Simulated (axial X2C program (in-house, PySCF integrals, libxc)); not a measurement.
**Spin–orbit effects along a row: molecules with Na (ions), MP2**

All values come from calculations with an in-house relativistic program for diatomic molecules, spin-free (one-electron X2C) or two-component (2c: spin–orbit coupling with atomic mean-field Coulomb and Gaunt terms, which also bring small scalar terms), in Dyall basis sets with cores contracted in-house; open shells are unrestricted.

Basis sets: As dyall-cv3z, Ca dyall-cv3z, Cu dyall-cv3z, Ga dyall-cv3z, K dyall-cv3z, Na dyall-cv3z, Na dyall-v3z, Se dyall-cv3z, Zn dyall-v3z. Frozen shells (counts by l): NaK⁺ K 2s1p, Na 2s1p, 9 electrons correlated; NaCa⁺ Ca 3s2p, Na 2s1p, 2 electrons correlated; NaCu⁺ Cu 3s2p, Na 2s1p, 11 electrons correlated; NaZn⁺ Zn 3s2p, Na 1s, 20 electrons correlated; NaGa⁺ Ga 3s2p1d, Na 2s1p, 3 electrons correlated; NaAs⁺ As 3s2p1d, Na 1s, 13 electrons correlated; NaSe⁺ Se 3s2p1d, Na 1s, 14 electrons correlated. Where the outer core of a metal is frozen, bonds come out longer and ionisation energies lower. Frozen cores can differ along the series, which adds to the trend.

```json
{"molecule": "NaK⁺", "spin-free state": "M_S = 1/2, Λ = 0", "Re (Å)": "4.135", "ωe (cm⁻¹)": "90.6", "De (eV)": "0.60", "2c state": "Ω = 1/2", "Re 2c (Å)": "4.135", "ωe 2c (cm⁻¹)": "90.6", "De 2c (eV)": "0.60"}
{"molecule": "NaCa⁺", "spin-free state": "M_S = 0, Λ = 0", "Re (Å)": "3.653", "ωe (cm⁻¹)": "129.9", "De (eV)": "0.85", "2c state": "Ω = 0", "Re 2c (Å)": "3.653", "ωe 2c (cm⁻¹)": "129.9", "De 2c (eV)": "0.85"}
{"molecule": "NaCu⁺", "spin-free state": "M_S = 1/2, Λ = 0", "Re (Å)": "3.036", "ωe (cm⁻¹)": "118.4", "De (eV)": "0.41", "2c state": "Ω = 1/2", "Re 2c (Å)": "3.037", "ωe 2c (cm⁻¹)": "118.2", "De 2c (eV)": "0.41"}
{"molecule": "NaZn⁺", "spin-free state": "M_S = 0, Λ = 0", "Re (Å)": "3.000", "ωe (cm⁻¹)": "126.3", "De (eV)": "0.37", "2c state": "Ω = 0", "Re 2c (Å)": "3.000", "ωe 2c (cm⁻¹)": "126.3", "De 2c (eV)": "0.37"}
{"molecule": "NaGa⁺", "spin-free state": "M_S = 1/2, Λ = 0", "Re (Å)": "3.419", "ωe (cm⁻¹)": "110.7", "De (eV)": "0.84", "2c state": "Ω = 1/2", "Re 2c (Å)": "3.419", "ωe 2c (cm⁻¹)": "110.6", "De 2c (eV)": "n/a"}
{"molecule": "NaAs⁺", "spin-free state": "M_S = 3/2, Λ = 0", "Re (Å)": "3.141", "ωe (cm⁻¹)": "109.8", "De (eV)": "0.25", "2c state": "Ω = 3/2", "Re 2c (Å)": "3.141", "ωe 2c (cm⁻¹)": "109.9", "De 2c (eV)": "0.26"}
{"molecule": "NaSe⁺", "spin-free state": "M_S = 1, Λ = 0", "Re (Å)": "2.959", "ωe (cm⁻¹)": "154.5", "De (eV)": "0.58", "2c state": "Ω = 1", "Re 2c (Å)": "2.961", "ωe 2c (cm⁻¹)": "153.7", "De 2c (eV)": "0.47"}
```

Work out the shifts from the spin-free to the two-component result.



```csv
molecule,2c state,ΔRe (Å),Δωe (cm⁻¹),ΔDe (eV)
NaK⁺,Ω = 1/2,0.000,0.0,0.00
NaCa⁺,Ω = 0,0.000,0.0,0.00
NaCu⁺,Ω = 1/2,0.001,-0.2,0.00
NaZn⁺,Ω = 0,0.000,0.0,0.00
NaGa⁺,Ω = 1/2,0.000,-0.1,n/a
NaAs⁺,Ω = 3/2,0.000,0.1,0.01
NaSe⁺,Ω = 1,0.002,-0.8,-0.11
```

Shifts of one unit in the last digit are rounding.

Fragments in 2c: K+ + Na, Ca + Na+, Cu + Na+, Zn + Na+, Ga + Na+, As + Na+, Se + Na+. Each entry is the lowest single determinant of a limited PBE0 search at one distance. De goes to single-determinant-based atoms at the same level (for ions the charge split of lowest energy) and is withheld (n/a) where an atom does not fit its ground term or J level. Main or longest-lived isotopes. One determinant is a doubtful description, or other states lie close, for NaAs⁺, NaSe⁺; these need not be ground states, and all values refer to the states named. Some open-shell Ω = 0 determinants are out of reach, so the Ω given for NaSe⁺ need not be the lowest component. With several unpaired electrons the Ω given is that of one determinant, not necessarily of the lowest component.
